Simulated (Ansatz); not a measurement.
The cluster Si2Mo2. The state is a quintet with charge 0. Geometry PBE0-D4/def2-SVP.

Cartesian coordinates in Å:
```
Mo -0.995 0.892 0.623
Mo -1.021 -0.933 -0.510
Si 1.075 -0.580 0.909
Si 0.941 0.621 -1.023
```

In the def2 sets Mo takes a core potential, while STO-3G treats all electrons; there is no spin–orbit coupling. LC-ωPBE has ω = 0.4 bohr⁻¹. B3LYP takes the VWN-RPA correlation. At HF/STO-3G the charge 0 quintet is spin-contaminated (final ⟨S²⟩ up to 7.30, 6.00 for a pure state). At PBE0-D4/def2-TZVP a singlet of charge 0 lies 1.17 eV below the quintet, each at its own geometry. The structure comes from a short search, and lower isomers may exist.

**Question.** Estimate the α-spin orbital energies around the gap (eV) in Ansatz with HF/STO-3G, B3LYP-D4/def2-TZVP, PBE0-D4/def2-TZVP, CAM-B3LYP-D4/def2-TZVP, LC-ωPBE/def2-TZVP.

**Answer.** 
| orbital | HF/STO-3G | B3LYP-D4/def2-TZVP | PBE0-D4/def2-TZVP | CAM-B3LYP-D4/def2-TZVP | LC-ωPBE/def2-TZVP |
| --- | --- | --- | --- | --- | --- |
| HOMO−13 | -46.41 | -42.67 | -43.29 | -44.77 | -45.88 |
| HOMO−12 | -43.21 | -41.16 | -41.69 | -43.16 | -44.34 |
| HOMO−11 | -15.17 | -14.04 | -14.37 | -15.96 | -17.59 |
| HOMO−10 | -10.39 | -10.43 | -10.71 | -12.14 | -13.61 |
| HOMO−9 | -7.07 | -7.87 | -8.18 | -9.36 | -10.79 |
| HOMO−8 | -6.28 | -7.22 | -7.51 | -8.59 | -9.90 |
| HOMO−7 | -6.23 | -7.21 | -7.50 | -8.59 | -9.88 |
| HOMO−6 | -5.84 | -6.97 | -7.26 | -8.42 | -9.64 |
| HOMO−5 | -5.00 | -6.55 | -6.80 | -7.82 | -9.03 |
| HOMO−4 | -4.71 | -6.00 | -6.27 | -7.39 | -8.60 |
| HOMO−3 | -4.15 | -5.92 | -6.14 | -7.09 | -8.49 |
| HOMO−2 | -3.70 | -5.59 | -5.93 | -7.05 | -8.12 |
| HOMO−1 | -3.63 | -4.91 | -5.25 | -6.47 | -7.85 |
| HOMO | -1.93 | -4.37 | -4.57 | -5.63 | -6.70 |
| LUMO | 6.27 | -2.26 | -2.07 | -1.19 | -0.29 |
| LUMO+1 | 6.54 | -2.15 | -2.00 | -1.16 | -0.24 |
| LUMO+2 | 7.06 | -2.05 | -1.90 | -0.86 | 0.04 |
| LUMO+3 | 8.08 | -1.79 | -1.68 | -0.78 | 0.12 |
| LUMO+4 | 8.34 | -1.61 | -1.45 | -0.52 | 0.45 |
| LUMO+5 | 9.58 | -0.54 | -0.40 | 0.41 | 1.10 |
| β HOMO | -2.25 | -5.27 | -5.37 | -6.31 | -7.24 |
| β LUMO | 6.67 | -3.10 | -2.79 | -1.60 | -0.31 |
